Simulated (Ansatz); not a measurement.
`[CH3][SnH2][F]` + H₂ → `[F][SnH3]` + CH₄ at 600 K and 1 bar (hydrogenolysis of the Sn–C bond).

Gas-phase electronic energies from Ansatz, PBE0-D4/def2-TZVP geometries. CCSD(T)/CBS adds triple-zeta CCSD(T) − MP2 to the extrapolated MP2 energy (def2 sets, frozen cores). This one scheme is used for every species. Elements past krypton have def2 core potentials. For Sn outer-core shells are correlated without core-valence functions, which leaves a few kJ/mol of doubt a bond.

```tsv
species	CCSD(T)/CBS energy (Eh)	H − E (kJ/mol)	S (J/(mol·K))
`[CH3][SnH2][F]`	-354.90084	184.0	392.4
H₂	-1.17544	43.9	150.8
`[F][SnH3]`	-315.62493	91.4	313.0
CH₄	-40.46206	140.4	215.7
```

H − E and S are ideal-gas, rigid-rotor, harmonic terms from PBE0-D4/def2-TZVP. The MP2-based limit puts H₂ 0.8 mEh under its directly extrapolated value; such offsets cancel only in part. 1 Eh = 2625.50 kJ/mol, R = 8.31446 J/(mol·K).

By hand: ΔE, ΔH, ΔS and ΔG.

ΔE = (-315.62493) + (-40.46206) − (-354.90084) − (-1.17544) = -0.01071 Eh = -28.1 kJ/mol. Δ(H − E) = 91.4 + 140.4 − 184.0 − 43.9 = 3.9, so ΔH = -24.2 kJ/mol. ΔS = 313.0 + 215.7 − 392.4 − 150.8 = -14.5 J/(mol·K). ΔG = -24.2 − 600 × (-14.5)/1000 = -15.5 kJ/mol.

By hand: the equilibrium constant, and the temperature at which ΔG would vanish if ΔH and ΔS stayed fixed.

log₁₀ K = −ΔG/(RT ln 10) = 1.3. ΔG = 0 at ΔH/ΔS = 1669 K, though so small a ΔS makes that figure unsure.

TΔS isn't small against ΔH here. A doubt of 5 kJ/mol in ΔE shifts log₁₀ K by 0.4 here. These are equilibria of isolated gas molecules and say nothing of rates. Largest T1 diagnostic: 0.014 (customary marks: 0.02 for closed shells, 0.045 for open ones).
